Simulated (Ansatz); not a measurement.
A made-up structure of H$_{3}$TeSO (charge +1), closed shell:

```
6
angstrom
S -1.2149 -0.1991 -1.0618
O 0.1646 -0.4164 -0.0602
Te 0.8262 0.7994 1.5238
H -1.9742 -1.0816 -0.3809
H -1.2432 0.9156 -1.8404
H 1.3826 1.9180 0.4297
```

It is relaxed with PBE-D4/def2-SVP and then PBE0-D4/def2-TZVP (Ansatz 0.2.0). Atoms count as bonded within 1.22 times the sum of their covalent radii (H–H: 0.88 Å). The end point is not checked to be a true minimum.

**Question.** Does its bonding change? (Judge from chemistry; the calculation decides.)

**Answer.** The calculation gives: No: no bond forms or breaks.

Where it ends: The first stage lowers the energy by 1.96 eV in 11 steps. It ends as H₃TeSO ([SH2][O][TeH]), total charge +1:
S1  (-0.968, -0.522, -1.141)
O2  (0.336, -0.504, -0.298)
Te3  (0.669, 0.647, 1.378)
H4  (-1.975, -0.421, -0.224)
H5  (-1.147, 0.773, -1.531)
H6  (1.027, 1.962, 0.426)
(Å)

Labels in which every atom is bracketed show which atoms are joined, not bond orders.

For scale, one of the runs: PBE0-D4/def2-TZVP relaxation, 136 basis functions, launched by `ansatz run in.yaml --threads 2 --pin off --events-out ev --progress --plain --max-ram 4352MiB`. Hardware: 2 CPU threads of an Arm Neoverse V2, shared host. Wall time about 21 s.
